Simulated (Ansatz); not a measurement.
Geometry optimisation, RHF/def2-SVP (Ansatz).

input.yaml

```yaml
crystal:
  periodic: [false, false, false]
  atoms:
    - { symbol: "N", position_ang: [0.99766, -0.40404, -0.7775] }
    - { symbol: In, position_ang: [-0.64901, 0.63974, -0.12902] }
    - { symbol: S, position_ang: [-1.0789, 0.10902, 2.17472] }
    - { symbol: H, position_ang: [0.88454, -1.40477, -0.64288] }
    - { symbol: H, position_ang: [1.22735, -0.27088, -1.75625] }
    - { symbol: H, position_ang: [-1.47857, 1.83828, -1.05536] }
    - { symbol: H, position_ang: [0.09693, -0.50735, 2.1863] }
basis:
  gaussian: { orbitals: def2-SVP }
hamiltonian:
  xc: hf
relax:
  f_tol: 0.015
  max_steps: 40
```

Command:

```bash
$ ansatz run input.yaml --threads 1 --pin off --max-ram 2048MiB --backend cpu --events-out ev --progress --plain --runs-dir out
```

Where does it end, and by what steps?

The forces met the threshold. After 6 steps the energy has fallen by 0.155 eV; H4 moved furthest, 0.52 Å.

```
step  energy less start (eV)  largest force component (eV/Å)  accepted
   0                  0.0000                           0.511       yes
   1                 -0.0521                           0.711       yes
   2                 -0.0815                           1.366       yes
   3                 -0.1156                           0.872       yes
   4                 -0.1498                           0.204       yes
   5                 -0.1539                           0.030       yes
   6                 -0.1548                           0.013       yes
```

```xyz
7
Properties=species:S:1:pos:R:3
N 0.821 -0.479 -0.979
In -0.603 0.676 -0.144
S -1.036 0.258 2.205
H 1.335 -1.190 -0.497
H 1.107 -0.422 -1.937
H -1.476 1.890 -0.995
H -0.149 -0.733 2.346
```

The run took 18 s on 1 thread of Arm Neoverse V1, on a shared host, peak memory 0.15 GiB.
